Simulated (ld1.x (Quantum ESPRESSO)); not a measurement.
What one change does to a pseudopotential (titanium (Ti), RRKJ)

| Item | Value |
| --- | --- |
| Element | titanium |
| Generator | ld1.x (Quantum ESPRESSO) 7.5 |
| Type | norm-conserving RRKJ (Kleinman–Bylander form) |
| Functional | PBE |
| Relativity | scalar-relativistic |
| Frozen core | [Ne] 3s2 |
| Valence charge | 10 |
| Reference configuration | 3p6 3d2 4s2 4p0 |
| Partial waves | 4s (bound): rc 2.75 bohr; 3p (bound): rc 1.25 bohr; 3d (bound): rc 2.60 bohr |
| Local potential | all-electron potential smoothed inside 1.35 bohr (lloc = -1) |
| Core correction | Bessel-smoothed model core, default radius (core density twice the valence density) |
| rho0 | 0.02 |

All-electron outer shells of the reference configuration (PBE, scalar-relativistic, ld1.x):

| shell | level (eV) | outermost node (bohr) | outermost maximum (bohr) |
| --- | --- | --- | --- |
| 2p | -444.26 | – | 0.22 |
| 3s | -62.63 | 0.40 | 0.87 |
| 3p | -38.86 | 0.37 | 0.90 |
| 4s | -4.47 | 1.24 | 2.92 |
| 3d | -4.26 | – | 0.98 |
| 4p | -1.47 | 1.39 | 3.80 |

Change: functional LDA (PZ).

Cutoffs: the cutoffs (Ry, on a coarse ladder) from which the occupation-weighted sum of valence levels, in a spherical-Bessel basis at the reference potential, stays within 10 and 1 mRy of its value at 400 Ry; they do not see the model core or the augmentation charge, which bear on the density cutoff. Errors are all-electron minus pseudo energies relative to the spin-unpolarised reference configuration.

Problem. How do hardness, ghosts and transferability respond?

Solution. The potential gets neither clearly harder nor softer (80 Ry and 100 Ry → 80 Ry and 100 Ry); both files keep a bound ghost (s); the number of tests with a reliable result goes from 7 to 9; of the 7 tests that both files solve, the error grows in 0 and shrinks in 2 by more than 15 % and 0.3 meV (median size 54.3 → 51.1 meV).

| quantity | base | changed |
| --- | --- | --- |
| cutoff, loose | 80 Ry | 80 Ry |
| cutoff, tight | 100 Ry | 100 Ry |
| loose cutoff by channel (10 mRy a level) | s 15 Ry, p 50 Ry, d 21 Ry | s 15 Ry, p 35 Ry, d 21 Ry |
| bound ghosts | s | s |
| error for 3p6 3d2 4s1 4p0, meV [ΔE 7.35 → 7.54 eV] | -2.0 | +0.1 |
| error for 3p6 3d2 4s0 4p0, meV [ΔE 20.92 → 21.34 eV] | -33 | -8.9 |
| error for 3p6 3d1 4s0 4p0, meV [ΔE 47.87 → 48.53 eV] | +338 | +353 |
| error for 3p6 3d1 4s2 4p1, meV [ΔE 4.67 → 4.81 eV] | +279 | +257 |
| error for 3p6 3d2 4s0 4p2, meV [ΔE 6.29 → 6.43 eV] | -63 | -66 |
| error for 3p6 3d2 4s1 4p1, meV [ΔE 3.08 → 3.14 eV] | -25 | -27 |
| error for 3p6 3d2 4s0 4p1, meV [ΔE 11.12 → 11.38 eV] | -54 | -51 |
| s: phases at 3.01 bohr within 0.05 rad from the reference energy up to (Ry; the scan ends near 5) | n/a | 2.1 |
| p: phases at 3.01 bohr within 0.05 rad from the reference energy up to (Ry; the scan ends near 5) | 4.0 | 3.9 |
| d: phases at 3.01 bohr within 0.05 rad from the reference energy up to (Ry; the scan ends near 5) | 0.6 | 0.6 |

 A true bound ghost makes a file unfit for plane-wave use even where its test errors are small: the radial tests pick states by their node count and pass the ghost by.
